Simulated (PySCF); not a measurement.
# As(8+): ionisation energy

As(8+) [Ar] 3d7 [3d3/2^4 3d5/2^3, M_J = 9/2] → As(9+) [Ar] 3d6 [3d3/2^4 3d5/2^2, M_J = 4], as a difference of total energies. Calculation: PySCF 2.14, in an even-tempered Gaussian basis (18 s from 0.43 bohr⁻², ratio 2.8; 13 p from 0.56 bohr⁻², ratio 2.8; 9 d from 0.56 bohr⁻², ratio 2.8; 4 f from 3.3 bohr⁻², ratio 3); the two-component X2C-1e Hamiltonian. Correlated levels: [Ne] frozen; the 76 highest virtual spinors dropped. "Screened" scales the spin-orbit matrix elements by Boettger's factors to mimic the two-electron term; Breit and QED terms are absent.

```tsv
method	ionisation energy (eV)
GHF (screened spin-orbit)	213.70
GMP2 (screened spin-orbit)	215.15
```

Task: How much does correlation contribute at GMP2 (screened spin-orbit)?

Result: 215.15 − (213.70) = 1.45 eV, measured against GHF (screened spin-orbit).

The labels give the starting determinants; with spin-orbit coupling the two ends relaxed to ⟨J²⟩ = 24.75, ⟨L²⟩ = 12.11, ⟨S²⟩ = 3.71 and ⟨J²⟩ = 20.00, ⟨L²⟩ = 6.07, ⟨S²⟩ = 5.96.

For comparison: 213 ± 2.2 eV (theoretical estimate listed by NIST; NIST Atomic Spectra Database, ionization energies).
